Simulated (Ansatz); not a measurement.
Several settings on one geometry of Sn(OH)4 (SnO₄H₄) (that of the charge 0 singlet, r2SCAN-D4/def2-SVP). Ansatz on 4 threads of Arm Neoverse V2 on a shared host; times are rough.

```xyz
9

Sn   -0.0005    0.0003   -0.0002
O     0.0022    0.1061    1.9709
H    -0.7960    0.5604    2.2807
O     1.8977   -0.1012   -0.5323
H     2.4518    0.3478    0.1242
O    -1.0305    1.5665   -0.6190
H    -1.4274    1.3830   -1.4840
O    -0.8691   -1.5713   -0.8202
H    -0.2284   -2.2917   -0.9202
```

Totals from different functionals, basis sets or treatments of relativity can't be compared as stabilities.

In the def2 sets Sn takes a core potential; there is no spin–orbit coupling. Correlated methods freeze no core orbitals; core or outer-core shells of Sn are correlated, in sets that lack core-valence functions.

The spins typed aren't always the lowest for that charge.

Give the basis size and estimate the energy, ⟨S²⟩ and time of these runs.

```json
{"run": "1", "method": "RHF, ccsd/def2-SVPD", "charge": "0", "state": "singlet", "further keys": "electrons: all; scf: {lower_state_search: full}"}
{"run": "2", "method": "RKS CAM-B3LYP/STO-3G", "charge": "0", "state": "singlet", "further keys": "point_charges: [{charge: 2.00, position_ang: [5.032, -0.090, -0.856]}]; scf: {omitted_lower_state_checks: [starts]}; forces asked"}
{"run": "3", "method": "ROKS r2SCAN-rVV10/def2-mTZVPP", "charge": "1", "state": "doublet", "further keys": "pseudopotentials: {relativity: none}; scf: {omitted_lower_state_checks: [starts]}; forces asked"}
```


```csv
run,functions,energy (Eh),⟨S²⟩,wall time
1,156,-515.9485,–,37 s
2,51,-6264.4843,–,1.1 s
3,152,-517.2580,–,15 s
```
